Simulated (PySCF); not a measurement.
## MTl for M along the fourth-period p block

PBE0 with double-zeta basis sets in PySCF, for the lowest determinant that a PBE0 search found; no spin–orbit coupling. De refers to high-spin ground-configuration atoms. A positive dipole means M(−)Tl(+).

```csv
M,basis,state (unpaired electrons),Re (Å),ωe (cm⁻¹),De (eV),μ (D)
Ga,def2-SVP,"triplet (σ ↑, π ↑)",2.916,125,1.31,0.81
Ge,def2-SVP,"quartet (σ ↑, π ↑↑)",2.731,157,2.14,2.41
As,def2-SVP,triplet (π ↑↑),2.824,158,1.74,2.60
Se,def2-SVP,doublet (π ↑),2.731,178,2.83,3.46
Br,def2-SVP,singlet (closed shell),2.668,195,4.01,4.43
```

The shortest bond is that of TlBr (2.668 Å), the longest that of TlGa (2.916 Å). TlBr is bound most strongly (4.01 eV) and TlGa least (1.31 eV).

The state changes along the series, so neighbouring rows are not always alike in their bonding.

Spin–orbit coupling is left out, which matters for elements this heavy, above all for dissociation energies. States were picked by a PBE0 search and need not be the measured ground states.
